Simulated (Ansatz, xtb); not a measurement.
C4H9B: which of two isomers lies lower

We compare a, `B[C@@H]1C[C@H]1C`, a singlet, with b, `B[C@@H]1C[C@@H]1C`, a singlet. Both are isolated molecules in the gas phase, relaxed with PBE-D3(BJ)/def2-SVP; the shapes shown needn't be the lowest conformers.

a (Å):

```yaml
atoms:
  - { symbol: C, position_ang: [-0.9464, -0.2787, 0.2588] }
  - { symbol: C, position_ang: [0.5799, -0.4792, 0.3414] }
  - { symbol: C, position_ang: [-0.0016, 0.6878, 1.0443] }
  - { symbol: C, position_ang: [0.1760, 2.0976, 0.5296] }
  - { symbol: B, position_ang: [-1.8906, -1.1235, 1.1135] }
  - { symbol: H, position_ang: [-3.0561, -1.3044, 0.8064] }
  - { symbol: H, position_ang: [-1.4720, -1.6117, 2.1525] }
  - { symbol: H, position_ang: [-1.2968, 0.1464, -0.6971] }
  - { symbol: H, position_ang: [1.1329, -0.2938, -0.5935] }
  - { symbol: H, position_ang: [0.9475, -1.3329, 0.9310] }
  - { symbol: H, position_ang: [-0.0729, 0.6048, 2.1421] }
  - { symbol: H, position_ang: [-0.6718, 2.7489, 0.8253] }
  - { symbol: H, position_ang: [0.2493, 2.1174, -0.5768] }
  - { symbol: H, position_ang: [1.1052, 2.5494, 0.9361] }
```

b (Å):

| atom | x (Å) | y (Å) | z (Å) |
| --- | --- | --- | --- |
| C | -0.0395 | 1.2395 | 1.1276 |
| C | -1.2027 | 0.3427 | 1.6751 |
| C | -1.1092 | 0.6111 | 0.2180 |
| C | -0.7905 | -0.4877 | -0.7718 |
| B | 1.3386 | 0.6350 | 1.4019 |
| H | 1.5738 | -0.5324 | 1.1392 |
| H | 2.2117 | 1.2929 | 1.9411 |
| H | -0.1965 | 2.3125 | 1.3274 |
| H | -1.9564 | 0.8605 | 2.2882 |
| H | -0.9348 | -0.6637 | 2.0356 |
| H | -1.8215 | 1.3645 | -0.1614 |
| H | -0.0967 | -1.2356 | -0.3431 |
| H | -0.3211 | -0.0778 | -1.6897 |
| H | -1.7171 | -1.0191 | -1.0728 |

Problem. Estimate E(b) − E(a) at the level CCSD(T)/def2-SVP + ΔMP2/def2-TZVPP.

Solution. Too close to call at this level: CCSD(T)/def2-SVP + ΔMP2/def2-TZVPP gives E(b) − E(a) = +5.02 kJ/mol.

The same difference at several levels:

```json
{"level": "GFN2-xTB", "geometry": "GFN2-xTB", "E(b) − E(a) (kJ/mol)": "+4.30", "departure from the last row (kJ/mol)": "−0.72", "job, with rough time for the two": "optimisation, 0.68 s"}
{"level": "HF/STO-3G", "geometry": "GFN2-xTB", "E(b) − E(a) (kJ/mol)": "+5.63", "departure from the last row (kJ/mol)": "+0.61", "job, with rough time for the two": "single point, 2 s"}
{"level": "r2SCAN-D4/def2-SVP", "geometry": "GFN2-xTB", "E(b) − E(a) (kJ/mol)": "+6.20", "departure from the last row (kJ/mol)": "+1.18", "job, with rough time for the two": "single point, 9.3 s"}
{"level": "PBE-D3(BJ)/def2-SVP", "geometry": "PBE-D3(BJ)/def2-SVP", "E(b) − E(a) (kJ/mol)": "+4.98", "departure from the last row (kJ/mol)": "−0.04", "job, with rough time for the two": "optimisation, 2.7 min"}
{"level": "HF/def2-SVP", "geometry": "PBE-D3(BJ)/def2-SVP", "E(b) − E(a) (kJ/mol)": "+6.96", "departure from the last row (kJ/mol)": "+1.94", "job, with rough time for the two": "part of the CCSD(T) run"}
{"level": "MP2/def2-SVP", "geometry": "PBE-D3(BJ)/def2-SVP", "E(b) − E(a) (kJ/mol)": "+6.11", "departure from the last row (kJ/mol)": "+1.09", "job, with rough time for the two": "part of the CCSD(T) run"}
{"level": "CCSD(T)/def2-SVP", "geometry": "PBE-D3(BJ)/def2-SVP", "E(b) − E(a) (kJ/mol)": "+5.80", "departure from the last row (kJ/mol)": "+0.79", "job, with rough time for the two": "single point"}
{"level": "CCSD(T)/def2-SVP + ΔMP2/def2-TZVPP", "geometry": "PBE-D3(BJ)/def2-SVP", "E(b) − E(a) (kJ/mol)": "+5.02", "departure from the last row (kJ/mol)": "", "job, with rough time for the two": "single point, 1.8 min"}
```

As drawn, both hold the same kinds of bond in the same numbers.

The largest departure from CCSD(T)/def2-SVP + ΔMP2/def2-TZVPP is that of HF/def2-SVP, 1.94 kJ/mol. The last row adds to CCSD(T) the change of the MP2 difference between the two basis sets, here −0.79 kJ/mol.

With thermal terms from frequencies at re-optimised GFN2-xTB minima (ideal gas, soft modes damped towards free rotors, one conformer each, 298.15 K, 1 atm): the zero-point term adds +0.26 kJ/mol; ΔH is +5.16 and ΔG +5.49 kJ/mol.

The correlated steps freeze 5 core orbitals. Codes used: Ansatz 0.2.0, xtb 6.7.1; the last row on 2 threads of Intel(R) Xeon(R) Processor @ 2.50GHz (Skylake/Cascade Lake) on a shared host.
